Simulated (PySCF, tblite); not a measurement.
Isomers of C6H15NSi. Method: GFN2-xTB as coded in tblite; computed harmonic values from a numerical Hessian at the method's own geometry, unscaled. Against measured fundamentals such values can be off by several per cent, at times by over 20. Modes of hydrogen on silicon can be 10 to 20 % off. One conformer each.

Electronic energies: PBE0/pcSseg-1 single points on the GFN2-xTB geometries (PySCF, gas phase).

| SMILES | electronic energy, lowest = 0 (kJ/mol) |
| --- | --- |
| C=C[Si@@H](C)NC(C)C | 0.0 |
| C=N[Si@H](C)C(C)(C)C | 13.0 |
| C=C[C@](C)(NC)[SiH2]C | 114.6 |
| C=CN(C[SiH3])C(C)C | 139.7 |

**Question.** How do GFN2-xTB zero-point energies change the relative energies?

**Answer.** 
```csv
SMILES,ZPE (kJ/mol),of it from modes above 1550 cm⁻¹,electronic (kJ/mol),"with ZPE, lowest = 0 (kJ/mol)",lowest mode (cm⁻¹),rings
C=C[Si@@H](C)NC(C)C,514.0,279.2,0.0,0.0,23,0
C=N[Si@H](C)C(C)(C)C,513.2,275.4,13.0,12.1,34,0
C=C[C@](C)(NC)[SiH2]C,508.0,274.1,114.6,108.5,52,0
C=CN(C[SiH3])C(C)C,505.3,268.6,139.7,130.9,46,0
```

The zero-point energies span 8.7 kJ/mol, from `C=CN(C[SiH3])C(C)C` to `C=C[Si@@H](C)NC(C)C`. The order is unchanged.

**Question.** And how do the electronic energies of GFN2-xTB itself compare?

**Answer.** `C=C[Si@@H](C)NC(C)C` 3.0; `C=N[Si@H](C)C(C)(C)C` 0.0; `C=C[C@](C)(NC)[SiH2]C` 78.2; `C=CN(C[SiH3])C(C)C` 6.8 kJ/mol, lowest = 0. Against the energies above, taken from the same isomer `C=C[Si@@H](C)NC(C)C`, the largest difference is 135.9 kJ/mol.

**Question.** What do entropy and thermal enthalpy add at 298.15 K and 1 bar (rigid rotor, harmonic oscillator, one conformer each)?

**Answer.** 
```json
{"SMILES": "C=N[Si@H](C)C(C)(C)C", "point group": "C1", "symmetry number": "1", "S (J/(mol K))": "450.4", "H − H(0) (kJ/mol)": "35.01", "ZPE + H − H(0) − TS (kJ/mol)": "413.9"}
{"SMILES": "C=C[C@](C)(NC)[SiH2]C", "point group": "C1", "symmetry number": "1", "S (J/(mol K))": "441.3", "H − H(0) (kJ/mol)": "34.04", "ZPE + H − H(0) − TS (kJ/mol)": "410.5"}
{"SMILES": "C=CN(C[SiH3])C(C)C", "point group": "C1", "symmetry number": "1", "S (J/(mol K))": "436.9", "H − H(0) (kJ/mol)": "33.03", "ZPE + H − H(0) − TS (kJ/mol)": "408.1"}
```

Not tabulated: `C=C[Si@@H](C)NC(C)C` (lowest mode only 23 cm⁻¹).
